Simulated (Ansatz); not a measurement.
## Molecular dynamics of GaH₆N

Input:

```yaml
crystal:
  periodic: [false, false, false]
  atoms:
    - { symbol: Ga, position_ang: [0.024251, -0.330357, -0.092278] }
    - { symbol: H, position_ang: [-0.216461, 0.033088, 1.748561] }
    - { symbol: H, position_ang: [1.416769, 0.266668, -0.500588] }
    - { symbol: H, position_ang: [-1.356752, -0.085205, -0.795906] }
    - { symbol: "N", position_ang: [0.144499, -2.05778, 0.86734] }
    - { symbol: H, position_ang: [-0.584975, -2.734337, 0.78754] }
    - { symbol: H, position_ang: [1.025544, -2.518257, 0.958371] }
    - { symbol: H, position_ang: [-0.083475, -0.95192, 1.666661] }
basis:
  gaussian: { orbitals: def2-TZVP }
hamiltonian:
  xc: hf
md:
  timestep: 0.5
  n_steps: 200
  ensemble: nve
  temperature: 100.0
  initial_velocities: maxwell_boltzmann
  seed: 4169
```

Run as:

```bash
$ ansatz run input.yaml --threads 2 --pin off --max-ram 3072MiB --backend cpu --events-out ev --progress --plain --runs-dir out
```

It starts at the highest image of a converged band. Of that band: Neighbouring images differ by up to 1.9 eV, so the band resolves the path poorly. A vibrational analysis at the climbing image gives one clearly imaginary mode, 1871i cm⁻¹: a first-order saddle point.

Output, in part (one step line in 7, the closing report, with atoms numbered from 0):

```
md step     0: t =     0.00 fs  T =   100.0 K  F+E_penalty+E_count = -53909.42404357 eV  E_kin = 0.077556 eV  conserved = -53909.34648757 eV  (33 SCF iters)
md step     7: t =     3.50 fs  T =    67.4 K  F+E_penalty+E_count = -53909.39813020 eV  E_kin = 0.052311 eV  conserved = -53909.34581892 eV  (30 SCF iters)
md step    14: t =     7.00 fs  T =   167.2 K  F+E_penalty+E_count = -53909.47488065 eV  E_kin = 0.129675 eV  conserved = -53909.34520566 eV  (29 SCF iters)
md step    21: t =    10.50 fs  T =   430.8 K  F+E_penalty+E_count = -53909.67880646 eV  E_kin = 0.334111 eV  conserved = -53909.34469562 eV  (29 SCF iters)
md step    28: t =    14.00 fs  T =   987.4 K  F+E_penalty+E_count = -53910.11193079 eV  E_kin = 0.765781 eV  conserved = -53909.34614996 eV  (29 SCF iters)
md step    35: t =    17.50 fs  T =  1443.8 K  F+E_penalty+E_count = -53910.46726549 eV  E_kin = 1.119760 eV  conserved = -53909.34750550 eV  (29 SCF iters)
md step    42: t =    21.00 fs  T =  1667.2 K  F+E_penalty+E_count = -53910.63956896 eV  E_kin = 1.293027 eV  conserved = -53909.34654206 eV  (29 SCF iters)
md step    49: t =    24.50 fs  T =  1792.1 K  F+E_penalty+E_count = -53910.73701876 eV  E_kin = 1.389871 eV  conserved = -53909.34714800 eV  (29 SCF iters)
md step    56: t =    28.00 fs  T =  1798.7 K  F+E_penalty+E_count = -53910.74146963 eV  E_kin = 1.394988 eV  conserved = -53909.34648124 eV  (29 SCF iters)
md step    63: t =    31.50 fs  T =  1778.3 K  F+E_penalty+E_count = -53910.72716785 eV  E_kin = 1.379214 eV  conserved = -53909.34795387 eV  (29 SCF iters)
md step    70: t =    35.00 fs  T =  1719.8 K  F+E_penalty+E_count = -53910.68155893 eV  E_kin = 1.333813 eV  conserved = -53909.34774583 eV  (29 SCF iters)
md step    77: t =    38.50 fs  T =  1752.3 K  F+E_penalty+E_count = -53910.70693215 eV  E_kin = 1.358983 eV  conserved = -53909.34794947 eV  (29 SCF iters)
md step    84: t =    42.00 fs  T =  1836.8 K  F+E_penalty+E_count = -53910.77200611 eV  E_kin = 1.424561 eV  conserved = -53909.34744499 eV  (29 SCF iters)
md step    91: t =    45.50 fs  T =  1883.5 K  F+E_penalty+E_count = -53910.80782131 eV  E_kin = 1.460787 eV  conserved = -53909.34703467 eV  (29 SCF iters)
md step    98: t =    49.00 fs  T =  1895.8 K  F+E_penalty+E_count = -53910.81812917 eV  E_kin = 1.470345 eV  conserved = -53909.34778404 eV  (29 SCF iters)
md step   105: t =    52.50 fs  T =  1788.9 K  F+E_penalty+E_count = -53910.73475218 eV  E_kin = 1.387387 eV  conserved = -53909.34736471 eV  (29 SCF iters)
md step   112: t =    56.00 fs  T =  1696.2 K  F+E_penalty+E_count = -53910.66349119 eV  E_kin = 1.315497 eV  conserved = -53909.34799370 eV  (30 SCF iters)
md step   119: t =    59.50 fs  T =  1585.8 K  F+E_penalty+E_count = -53910.57628378 eV  E_kin = 1.229873 eV  conserved = -53909.34641103 eV  (29 SCF iters)
md step   126: t =    63.00 fs  T =  1568.8 K  F+E_penalty+E_count = -53910.56338540 eV  E_kin = 1.216722 eV  conserved = -53909.34666330 eV  (30 SCF iters)
md step   133: t =    66.50 fs  T =  1644.2 K  F+E_penalty+E_count = -53910.62110734 eV  E_kin = 1.275211 eV  conserved = -53909.34589624 eV  (29 SCF iters)
md step   140: t =    70.00 fs  T =  1783.3 K  F+E_penalty+E_count = -53910.72997691 eV  E_kin = 1.383065 eV  conserved = -53909.34691166 eV  (29 SCF iters)
md step   147: t =    73.50 fs  T =  1851.5 K  F+E_penalty+E_count = -53910.78213015 eV  E_kin = 1.435946 eV  conserved = -53909.34618453 eV  (29 SCF iters)
md step   154: t =    77.00 fs  T =  1862.5 K  F+E_penalty+E_count = -53910.79039976 eV  E_kin = 1.444469 eV  conserved = -53909.34593036 eV  (29 SCF iters)
md step   161: t =    80.50 fs  T =  1744.3 K  F+E_penalty+E_count = -53910.69783589 eV  E_kin = 1.352814 eV  conserved = -53909.34502223 eV  (29 SCF iters)
md step   168: t =    84.00 fs  T =  1647.2 K  F+E_penalty+E_count = -53910.62217332 eV  E_kin = 1.277532 eV  conserved = -53909.34464085 eV  (29 SCF iters)
md step   175: t =    87.50 fs  T =  1643.7 K  F+E_penalty+E_count = -53910.62003967 eV  E_kin = 1.274806 eV  conserved = -53909.34523337 eV  (29 SCF iters)
md step   182: t =    91.00 fs  T =  1719.0 K  F+E_penalty+E_count = -53910.67832732 eV  E_kin = 1.333162 eV  conserved = -53909.34516563 eV  (29 SCF iters)
md step   189: t =    94.50 fs  T =  1767.8 K  F+E_penalty+E_count = -53910.71651517 eV  E_kin = 1.371073 eV  conserved = -53909.34544197 eV  (30 SCF iters)
md step   196: t =    98.00 fs  T =  1777.9 K  F+E_penalty+E_count = -53910.72356112 eV  E_kin = 1.378887 eV  conserved = -53909.34467384 eV  (29 SCF iters)
md step   200: t =   100.00 fs  T =  1822.0 K  F+E_penalty+E_count = -53910.76099015 eV  E_kin = 1.413063 eV  conserved = -53909.34792711 eV  (53 SCF iters)
Total energy: -53910.76099015 eV, -1981.1839243616 hartree
Atom 0 at     0.039213    -0.467358    -0.094275 Å, force    -0.049317    -1.191662     0.336941 eV/Å
Atom 1 at    -1.489606     5.964796     7.316631 Å, force    -0.049433     0.355081     0.174234 eV/Å
Atom 2 at     1.331832     0.411237     0.132217 Å, force    -0.154846    -0.017069    -0.067520 eV/Å
Atom 3 at    -1.444499     0.048527    -0.341169 Å, force     0.315815    -0.033861    -0.010242 eV/Å
Atom 4 at     0.256670    -2.340174     0.115894 Å, force     0.678541     1.253628    -0.489502 eV/Å
Atom 5 at    -0.408033    -2.940845    -0.320914 Å, force     0.086138    -0.132914     0.108740 eV/Å
Atom 6 at     1.199390    -2.702344     0.015461 Å, force    -0.876329     0.121869     0.121571 eV/Å
Atom 7 at    -1.582081     6.629043     7.642534 Å, force     0.049432    -0.355072    -0.174222 eV/Å
Dipole moment:     0.055620    -0.037546    -0.214374 e Å
```

All steps were run. The conserved energy stayed within 0.3 meV per atom of its start (net change -0.18 meV per atom), so the integration is sound. The kinetic energy rose, since the run started high on the potential surface and went downhill. It ends in pieces (GaH4N + H2), so much of that is their flight and rotation, not heat. A run of 0.1 ps of so small a system gives no equilibrium averages. The orbitals stay closed-shell, which can raise the energy where a bond breaks towards radicals; this wasn't checked here.

Between its relaxed ends the band would form H2–H8 and break Ga1–H2, N5–H8. These pairs go: H2–H8 1.00 → 0.75 Å, Ga1–H2 1.89 → 9.93 Å, N5–H8 1.38 → 11.85 Å. In the last frame they stand as after the step (other bonds may differ from the relaxed reactants and products). Also parted: Ga1–H8 1.87 → 10.62 Å. It ends as GaH4N + H2. Pairs count as bonded within 1.25 times the sum of covalent radii (0.12 Å more for H–H).

Last frame:

```xyz
8
Properties=species:S:1:pos:R:3
Ga 0.039 -0.467 -0.094
H -1.490 5.965 7.317
H 1.332 0.411 0.132
H -1.444 0.049 -0.341
N 0.257 -2.340 0.116
H -0.408 -2.941 -0.321
H 1.199 -2.702 0.015
H -1.582 6.629 7.643
```

Time of the run: 89 s on 2 threads of Intel(R) Xeon(R) 6975P-C (Granite Rapids), on a shared host, peak memory 0.22 GiB.
